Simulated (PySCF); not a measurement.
Atoms are numbered as in `[CH:1]#[C:2][SiH2:3][C:4]([F:5])=[C:6]=[O:7]` (H(Xn): hydrogen on atom n).

Geometry: PBE0-D3(BJ)/def2-SVP; GIAO shifts from PySCF 2.14, gas phase, non-relativistic, averaged over equivalent atoms.

At PBE0/6-31G* (108 basis functions, 14 s wall time on 1 thread of an Arm Neoverse V1, shared host):
```json
{"atoms": "C6", "δ (ppm)": "207.4"}
{"atoms": "C1", "δ (ppm)": "95.0"}
{"atoms": "C4", "δ (ppm)": "89.3"}
{"atoms": "C2", "δ (ppm)": "71.7"}
{"atoms": "Si3", "δ (ppm)": "-45.1"}
{"atoms": "F5", "δ (ppm)": "-347.2"}
{"atoms": "O7", "δ (ppm)": "438.7"}
{"atoms": "H(Si3)", "δ (ppm)": "4.97"}
{"atoms": "H(C1)", "δ (ppm)": "2.50"}
```

δ = σ(ref) − σ, references computed at the same level: ¹³C (σref 194.14) and ²⁹Si (σref 418.09) and ¹H (σref 31.96) vs TMS; ¹⁹F (σref 198.90) against CFCl3; H2O for ¹⁷O (σref 324.18).

**Question.** Predict the values at PBE0/pcSseg-2 on the same geometry.

**Answer.** 
```json
{"atoms": "C6", "δ at PBE0/pcSseg-2": "229.2", "change": "+21.8"}
{"atoms": "C1", "δ at PBE0/pcSseg-2": "107.8", "change": "+12.8"}
{"atoms": "C4", "δ at PBE0/pcSseg-2": "101.0", "change": "+11.7"}
{"atoms": "C2", "δ at PBE0/pcSseg-2": "85.2", "change": "+13.5"}
{"atoms": "Si3", "δ at PBE0/pcSseg-2": "-71.2", "change": "-26.1"}
{"atoms": "F5", "δ at PBE0/pcSseg-2": "-365.5", "change": "-18.3"}
{"atoms": "O7", "δ at PBE0/pcSseg-2": "489.2", "change": "+50.5"}
{"atoms": "H(Si3)", "δ at PBE0/pcSseg-2": "4.89", "change": "-0.08"}
{"atoms": "H(C1)", "δ at PBE0/pcSseg-2": "2.32", "change": "-0.18"}
```

δ = σ(ref) − σ, references computed at the same level: TMS for ¹³C (σ = 184.13 ppm) and ²⁹Si (σ = 341.29 ppm) and ¹H (σ = 31.25 ppm); ¹⁹F (σ = 175.81 ppm) against CFCl3; ¹⁷O (σ = 328.15 ppm) against H2O.

The largest change is at O7 (carbonyl oxygen). Cost: 301 basis functions, 65 s wall time on 1 thread of an Arm Neoverse V1, shared host. The order of the carbon signals is the same at both levels.

Unscaled 19F shifts against computed CFCl3 carry errors that often reach 10 to 50 ppm. Unscaled 17O shifts of doubly bonded oxygen tend to come out too high, by tens of ppm or more. Experimental scales use liquid or dissolved standards, which lie at an offset from isolated H2O (liquid H2O: subtract about 36 ppm).
